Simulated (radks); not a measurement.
Q: Spherical quantum dot in the effective-mass picture: electrons in a well V = -V0 / (1 + exp((r - R)/a)) with V0 = 4.74, R = 13.1, a = 1.3, all in effective atomic units (hartree* = m*/eps^2 hartree, bohr* = eps/m* bohr), one dielectric constant everywhere. Method: non-relativistic Kohn-Sham, LDA (Slater exchange, Perdew-Wang correlation), spin-polarised, spherical densities; computed with a radial shooting solver with Libxc functionals. Levels are named by radial order and angular momentum (1s, 1p, 1d, 2s, ...), and open shells are averaged over m. At N = 6 the configuration is 1s2 1p(up 3, down 1). Does electron 7 go into 1d down or 1p down or 1d up?

A: Into 1p down. The total energies of the other choices lie higher by 0.0330 hartree* (1d up), 0.0452 hartree* (1d down).
